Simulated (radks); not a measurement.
Results of a calculation; reference values are marked as such.
Isoelectronic series with 17 electrons, all held in the configuration [Ne] 3s2 3p5, which need not be the ground one along the series. Code: a radial shooting solver on a logarithmic mesh with Libxc functionals. Model: Dirac Kohn-Sham, LDA (Slater exchange, Perdew-Wang correlation), spin-unpolarised, spherical densities, finite nucleus; open shells are shared between the two j in proportion to 2j + 1; Fermi nuclear charge, rms radius of each element as measured or else 0.836 A^(1/3) + 0.57 fm. Total energies (hartree) and mean radii <r> (bohr):

[
 {"ion": "Cl", "E (hartree)": "-460.11811", "3p3/2": "1.848", "3p1/2": "1.838"},
 {"ion": "Mn8+", "E (hartree)": "-1134.46354", "3p3/2": "0.7947", "3p1/2": "0.7889"},
 {"ion": "As16+", "E (hartree)": "-2126.73329", "3p3/2": "0.5204", "3p1/2": "0.5142"},
 {"ion": "Nb24+", "E (hartree)": "-3446.28112", "3p3/2": "0.3877", "3p1/2": "0.3807"},
 {"ion": "In32+", "E (hartree)": "-5106.68084", "3p3/2": "0.3088", "3p1/2": "0.3007"},
 {"ion": "La40+", "E (hartree)": "-7126.2669", "3p3/2": "0.2562", "3p1/2": "0.2470"},
 {"ion": "Tb48+", "E (hartree)": "-9529.3626", "3p3/2": "0.2185", "3p1/2": "0.2082"},
 {"ion": "Ta56+", "E (hartree)": "-12348.1205", "3p3/2": "0.1901", "3p1/2": "0.1785"}
]
